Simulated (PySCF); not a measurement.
A structure optimised at PBE0-D3(BJ)/def2-SVP, used in a PySCF frequency run:

```xyz
5

Ga    -0.0150     0.0060     0.0000
Cl    -1.3182     1.6897     0.0000
Cl     2.0919     0.3509     0.0000
S     -0.8191    -2.0191     0.0000
H      0.4164    -2.5696     0.0000
```

**Question.** Write its SMILES, formula and point group.

**Answer.** [SH][Ga]([Cl])[Cl], Cl₂GaHS, Cs

**Question.** What are its rotational constants (standard atomic weights)?

**Answer.** 2.1216, 2.0798, 1.0502 GHz
